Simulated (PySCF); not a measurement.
Gas-phase reaction: 2 GeH3 + GeCl3 → 3 GeHCl + 3 H

Computed with PySCF and rigid-rotor harmonic-oscillator thermochemistry at 1 bar. † marks an energy on the PBE0/def2-TZVP geometry and frequencies; other levels use their own. MP2 freezes the core. Open shells (unrestricted): GeH3 (multiplicity 2), GeCl3 (multiplicity 2), H (multiplicity 2); the rest are closed-shell singlets. Ge: all electrons, no relativistic terms. GeH3, GeCl3, GeHCl: computed as isolated molecules; such fragments, hydroxides, amides, oligomers or adducts are transient or little studied in the gas. MP2 isn't extrapolated to the basis-set limit; its ΔH°(298 K) is 618.1 kJ in def2-SVP and 623.3 kJ in def2-TZVPP. The harmonic model lacks anharmonicity and excited electronic states, which grow with temperature; levels with a mode under 35 cm⁻¹ are left out.

```tsv
level	ΔE electronic, kJ	ΔH°(298 K), kJ	ΔS°(298 K), J/K	ΔG°(2000 K), kJ
M06-2X/def2-TZVP†	678	630	342	-89
MP2/def2-TZVPP†	671	623	342	-96
PBE0/def2-TZVP	661	613	342	-107
r2SCAN/def2-TZVP†	706	658	342	-61
ωB97M-V/def2-TZVP†	645	597	342	-122
```
ΔH° is lowest at ωB97M-V/def2-TZVP† and highest at r2SCAN/def2-TZVP†. No reference value is set beside these.
